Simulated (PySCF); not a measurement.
CH2Cl, doublet, geometry from GFN2-xTB; PBE/6-31G* (PySCF).

PySCF was given this input:
```python
from pyscf import gto, scf, dft

mol = gto.M(
    atom='''
C    -1.098627    0.003037   -0.023013
Cl    0.576869   -0.001595    0.012084
H    -1.604785    0.945302   -0.039270
H    -1.610222   -0.936413   -0.028077
''',
    basis='6-31g*',
    charge=0,
    spin=1,
    verbose=4,
)

mf = dft.UKS(mol)
mf.xc = 'pbe'
mf.grids.level = 7
mf.kernel()
```

The log (banner, timings and long lists left out):

```
PySCF version 2.14.0

[INPUT] verbose = 4
[INPUT] num. atoms = 4
[INPUT] num. electrons = 25
[INPUT] charge = 0
[INPUT] spin (= nelec alpha-beta = 2S) = 1
[INPUT] symmetry False subgroup None
[INPUT] Mole.unit = angstrom
[INPUT] Symbol           X                Y                Z      unit          X                Y                Z       unit  Magmom
[INPUT]  1 C     -1.098627000000   0.003037000000  -0.023013000000 AA   -2.076104143053   0.005739098240  -0.043488267305 Bohr   0.0
[INPUT]  2 Cl     0.576869000000  -0.001595000000   0.012084000000 AA    1.090124419752  -0.003014113169   0.022835450489 Bohr   0.0
[INPUT]  3 H     -1.604785000000   0.945302000000  -0.039270000000 AA   -3.032604138810   1.786361885004  -0.074209544912 Bohr   0.0
[INPUT]  4 H     -1.610222000000  -0.936413000000  -0.028077000000 AA   -3.042878579749  -1.769564109482  -0.053057840399 Bohr   0.0

nuclear repulsion = 45.9885750744661
number of shells = 18
number of NR pGTOs = 86
number of NR cGTOs = 36
basis = 6-31g*
ecp = {}

******** <class 'pyscf.dft.uks.UKS'> ********
method = UKS
initial guess = minao
damping factor = 0
level_shift factor = 0
DIIS = <class 'pyscf.scf.diis.CDIIS'>
diis_start_cycle = 1
diis_space = 8
diis_damp = 0
SCF conv_tol = 1e-09
SCF conv_tol_grad = None
SCF max_cycles = 50
direct_scf = True
direct_scf_tol = 1e-13
number electrons alpha = 13  beta = 12
XC library pyscf.dft.libxc version 7.1.2
    S. Lehtola, C. Steigemann, M. J. T. Oliveira, and M. A. L. Marques,  SoftwareX 7, 1–5 (2018)
XC functionals = pbe
    J. P. Perdew, K. Burke, and M. Ernzerhof,  Phys. Rev. Lett. 77, 3865 (1996)
    J. P. Perdew, K. Burke, and M. Ernzerhof,  Phys. Rev. Lett. 78, 1396 (1997)
    J. P. Perdew, K. Burke, and M. Ernzerhof,  Phys. Rev. Lett. 77, 3865 (1996)
    J. P. Perdew, K. Burke, and M. Ernzerhof,  Phys. Rev. Lett. 78, 1396 (1997)
radial grids:
    Treutler-Ahlrichs [JCP 102, 346 (1995); DOI:10.1063/1.469408] (M4) radial grids

becke partition: Becke, JCP 88, 2547 (1988); DOI:10.1063/1.454033
pruning grids: <function nwchem_prune>
grids dens level: 7
symmetrized grids: False
atomic radii adjust function: <function treutler_atomic_radii_adjust>
small_rho_cutoff = 0
Set gradient conv threshold to 3.16228e-05
tot grids = 272184
init E= -499.254877587626

cycle= 1 E= -499.159332976247  delta_E= 0.0955  |g|= 0.13  |ddm|= 1.41
cycle= 2 E= -499.15744359897  delta_E= 0.00189  |g|= 0.153  |ddm|= 0.317
cycle= 3 E= -499.169924913915  delta_E= -0.0125  |g|= 0.0365  |ddm|= 0.171
cycle= 4 E= -499.170614440481  delta_E= -0.00069  |g|= 0.0139  |ddm|= 0.0624
cycle= 5 E= -499.170733339401  delta_E= -0.000119  |g|= 0.00274  |ddm|= 0.0214
cycle= 6 E= -499.170738127387  delta_E= -4.79e-06  |g|= 0.000636  |ddm|= 0.00374
cycle= 7 E= -499.170738405897  delta_E= -2.79e-07  |g|= 0.000158  |ddm|= 0.00107
cycle= 8 E= -499.170738425497  delta_E= -1.96e-08  |g|= 2.08e-05  |ddm|= 0.000315
cycle= 9 E= -499.170738425843  delta_E= -3.47e-10  |g|= 1.12e-06  |ddm|= 4.05e-05
Extra cycle  E= -499.170738425843  delta_E= -1.14e-13  |g|= 4.37e-07  |ddm|= 2.31e-06
converged SCF energy = -499.170738425843  <S^2> = 0.75305929  2S+1 = 2.003057
```
